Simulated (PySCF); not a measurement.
## `C[P@](=O)(P)CCCO`, C₄H₁₂O₂P₂

Cartesian coordinates in Å; atom numbers follow the order of the lines, from 1:
```xyz
20

C     2.3334   -1.2377   -0.1821
P     0.7025   -0.4854   -0.5917
O     0.0638   -1.1587   -1.7453
P     0.9718    1.6751   -0.8631
C    -0.2695   -0.7255    0.9758
C    -1.1701    0.4491    1.3280
C    -2.2055    0.7371    0.2391
O    -1.6000    1.0681   -0.9890
H     2.9442   -1.2305   -1.0830
H     2.1617   -2.2709    0.1136
H     2.8346   -0.6955    0.6150
H     2.3468    1.5293   -1.0951
H     0.6807    1.5575   -2.2129
H    -0.8589   -1.6335    0.8167
H     0.4307   -0.9042    1.7934
H    -0.5576    1.3454    1.4584
H    -1.6914    0.2485    2.2668
H    -2.8034    1.6061    0.5325
H    -2.8747   -0.1227    0.1187
H    -1.4442    0.2591   -1.4990
```

Method: GIAO BHandHLYP/pcSseg-1 magnetisability, rotational g tensor and spin-rotation constants, non-relativistic, gas phase in PySCF 2.14.0. Geometry: GFN2-xTB.

(1) What are the magnetisability and the molar susceptibility?

(2) Split it along the inertial axes a, b, c into diamagnetic and paramagnetic parts about the centre of mass, with the quadrupole moment.

(3) And the rotational g tensor?

## Answers

(1) Isotropic -1606 × 10⁻³⁰ J/T², or -96.7 × 10⁻⁶ cm³/mol; principal values -1661, -1639, -1517 × 10⁻³⁰ J/T², anisotropy 135 × 10⁻³⁰ J/T² (root of half the summed squared differences of the principal values). The susceptibility is in cgs units.

(2) 
| axis | χ (10⁻⁶ cm³/mol) | diamagnetic (10⁻⁶ cm³/mol) | paramagnetic (10⁻⁶ cm³/mol) | summed x² of all electrons (Å²) | quadrupole Θ (D Å) |
| --- | --- | --- | --- | --- | --- |
| a | -95.4 | -781.5 | 686.2 | 196.8 | +6.40 |
| b | -97.1 | -1141.5 | 1044.4 | 112.0 | +2.06 |
| c | -97.6 | -1310.0 | 1212.3 | 72.2 | -8.46 |

Anisotropies 2χaa − χbb − χcc = +4.0 and 2χbb − χaa − χcc = -1.2 × 10⁻⁶ cm³/mol. Θ is traceless in Buckingham's convention.

(3) 
| axis | rotational constant (GHz) | g | nuclear part | electronic part |
| --- | --- | --- | --- | --- |
| a | 1.8378 | -0.0214 | 0.5710 | -0.5924 |
| b | 1.2155 | -0.0117 | 0.5847 | -0.5964 |
| c | 1.0327 | -0.0067 | 0.5815 | -0.5882 |

Asymmetric top; isotopes 12C, 1H, 16O, 31P; no vibrational averaging.
